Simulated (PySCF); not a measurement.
**YO: frontier orbitals**

PBE0 at R = 1.794 Å; basis Y def2-SVP with ECP28, O def2-SVP; scalar-relativistic core potentials; PySCF 2.14. State: ²Δ (doublet), unpaired electrons δ ↑, a second solution, started from another occupation. Only the outer orbitals are listed, counted within each symmetry, core potentials removing the inner ones.

```tsv
spin	orbital	occ.	ε (eV)	on Y (%)	main shells (%)
α	3σ	1	-28.89	85	84 Y p, 13 O s
α	1π	1	-27.73	100	100 Y p
α	1π	1	-27.73	100	100 Y p
α	4σ	1	-19.95	24	76 O s, 15 Y p
α	2π	1	-6.42	24	76 O p, 21 Y d
α	2π	1	-6.42	24	76 O p, 21 Y d
α	5σ	1	-6.13	28	69 O p, 21 Y d
α	1δ	1	-2.31	100	100 Y d
α	6σ	0	-2.39	100	85 Y s, 11 Y p
α	3π	0	-0.61	100	85 Y p, 15 Y d
α	3π	0	-0.61	100	85 Y p, 15 Y d
β	3σ	1	-28.77	84	83 Y p, 14 O s
β	1π	1	-27.01	100	100 Y p
β	1π	1	-27.01	100	100 Y p
β	4σ	1	-20.02	24	76 O s, 16 Y p
β	2π	1	-6.46	22	78 O p, 18 Y d
β	2π	1	-6.46	22	78 O p, 18 Y d
β	5σ	1	-6.15	27	71 O p, 19 Y d
β	6σ	0	-1.83	100	83 Y s, 15 Y p
β	3π	0	-0.05	100	84 Y p, 16 Y d
β	3π	0	-0.05	100	84 Y p, 16 Y d
```

Task: Which are the highest filled and the lowest empty level, where do they sit, and how wide is the gap?

Result: Highest filled α 1δ at -2.31 eV (in %: 100 Y d); lowest empty α 6σ at -2.39 eV (in %: 85 Y s, 11 Y p); the gap at PBE0 is -0.08 eV.

The bond order (Mayer) is 2.38, the ⟨S²⟩ is 0.753 and the charge on Y (Mulliken, basis-dependent) is 0.39. The charge on Y (Löwdin, basis-dependent) is 0.22 and the dipole moment (positive dipole means Y(−)O(+)) is -7.40 D.

Spin–orbit coupling is left out. Counting both spins, an empty level lies below a filled one in this solution, because spin and occupation are held.
